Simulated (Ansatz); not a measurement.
A calculation with Ansatz (development build ahead of 0.2.0).

```yaml
crystal:
  periodic: [false, false, false]
  atoms:
    - { symbol: Fe, position_ang: [0.0, 0.0, 0.0] }
    - { symbol: O, position_ang: [0.0, 0.0, 7.0] }
basis:
  gaussian: { orbitals: def2-SVP }
magnetization:
  spin_polarized: true
  initial_magnetization: 2
hamiltonian:
  xc: hf
scf:
  omitted_lower_state_checks: [starts, atomic_configurations, cluster_reference, orbital_swaps, given_window_search, neighbouring_geometries, increment]
output:
  forces: true
```

The input is written out in the form of the current development build from the run's settings.

Results

```
Converged                       : yes
Total energy                    : -1336.85772 hartree
Spin squared of the determinant : 3.971
Stability test                  : minimum
```

Forces (eV/Å):
| atom | Fx | Fy | Fz |
| --- | --- | --- | --- |
| Fe1 | 0.000 | 0.000 | 0.000 |
| O2 | 0.000 | 0.000 | 0.000 |

This is not the lowest solution: another run reaches a determinant 3.35 eV lower. Caution: the unrestricted determinant is a mixture of spin states.
